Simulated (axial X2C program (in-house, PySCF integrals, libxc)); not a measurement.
## Outer orbitals of SnAs at 2.444 Å, HF

All values were computed with an in-house relativistic program for diatomic molecules. Spin-free means the one-electron spin-free X2C Hamiltonian; two-component (2c) means X2C with spin–orbit coupling and atomic mean-field two-electron Coulomb and Gaunt terms, so the difference of the two also holds small scalar two-electron terms. Basis: Sn dyall-cv3z [11s12p9d4f1g], As dyall-cv3z [9s9p6d4f1g] (cores contracted in-house); Gaussian nuclei, density fitting, unrestricted open shells. Masses: Sn 119.902 u, As 74.922 u.

The distance is close to the 2c PBE0 minimum; the highest filled and lowest empty levels are listed.

Spin-free orbitals, state M_S = 1/2, Λ = 1 (beyond evenly filled blocks: π+α, π+β, π-α) (Löwdin shares):

```
symmetry  occupied  ε (eV)              atomic character
      σα       yes  -22.18  72% As s, 10% Sn s, 10% Sn p
      σβ       yes  -19.09   56% As s, 27% Sn s, 8% Sn p
      σβ       yes  -13.93  48% Sn s, 22% As s, 19% As p
      σα       yes  -13.74   58% Sn s, 29% As p, 8% As s
     π-α       yes   -9.56    84% As p, 9% Sn p, 5% Sn d
     π+α       yes   -9.56    84% As p, 9% Sn p, 5% Sn d
      σα       yes   -8.48  42% As p, 38% Sn p, 16% Sn s
      σβ       yes   -8.21  45% As p, 40% Sn p, 10% Sn s
     π+β       yes   -7.35   78% Sn p, 18% As p, 3% As d
     π-β        no   -1.02            73% Sn p, 25% As p
     π-α        no    0.47    86% Sn p, 7% As p, 4% As d
     π+α        no    0.47    86% Sn p, 7% As p, 4% As d
     π+β        no    0.92  68% As p, 17% Sn p, 12% Sn d
```

Spinors with spin–orbit coupling (state Ω = 3/2):

```tsv
ω	occupied	ε (eV)	atomic character	λ mixture
1/2	yes	-35.33	100% Sn d	60% σ, 40% π
3/2	yes	-35.32	100% Sn d	86% π, 14% δ
-1/2	yes	-35.32	100% Sn d	57% σ, 43% π
-3/2	yes	-35.30	100% Sn d	84% π, 16% δ
1/2	yes	-22.17	72% As s, 10% Sn p, 10% Sn s	100% σ
-1/2	yes	-19.07	56% As s, 27% Sn s, 8% Sn p	100% σ
-1/2	yes	-13.91	48% Sn s, 22% As s, 19% As p	100% σ
1/2	yes	-13.70	57% Sn s, 29% As p, 8% As s	100% σ
-1/2	yes	-9.67	85% As p, 9% Sn p, 5% Sn d	100% π
3/2	yes	-9.46	84% As p, 9% Sn p, 5% Sn d	100% π
1/2	yes	-8.47	41% As p, 39% Sn p, 16% Sn s	99% σ, 1% π
-1/2	yes	-8.20	45% As p, 40% Sn p, 10% Sn s	99% σ, 1% π
1/2	yes	-7.49	78% Sn p, 18% As p, 3% As d	99% π, 1% σ
-3/2	no	-0.91	72% Sn p, 26% As p	100% π
-1/2	no	0.42	85% Sn p, 8% As p, 4% As d	99% π, 1% σ
3/2	no	0.59	86% Sn p, 7% As p, 4% As d	100% π
1/2	no	0.89	69% As p, 17% Sn p, 12% Sn d	99% π, 1% σ
```

(1) How does the gap between the highest filled and lowest empty level change from the spin-free to the 2c table?

Mulliken charges and populations of the two-component result (they depend on the basis, above all on diffuse functions):

Sn 0.26 e (s 9.88 p 19.79 d 20.06 f 0.01), As -0.26 e (s 7.92 p 15.28 d 10.05). ⟨Lz⟩ = 1.00 ħ and ⟨Sz⟩ = 0.50 ħ (-0.39 and 0.89 on the two atoms), which add up to Ω.

One determinant describes the state; a PBE0 search over occupations chose it and may have missed a lower one. Other states lie close and PBE0, whose exact exchange favours high spin, may order them wrongly; the determinant shown need not be the ground state. The nearest other spin-free determinant of the search, M_S = 1/2, Λ = 0, lies 0.40 eV up at the distance of the search. The determinant is spin-polarised beyond a pure state at some levels (its spin-free form has ⟨S²⟩ too high), which makes Re and μ there less reliable. The stretched end of a curve changes character and is left out.

Answers

(1) From 6.33 to 6.58 eV at HF, a change of 0.25 eV.
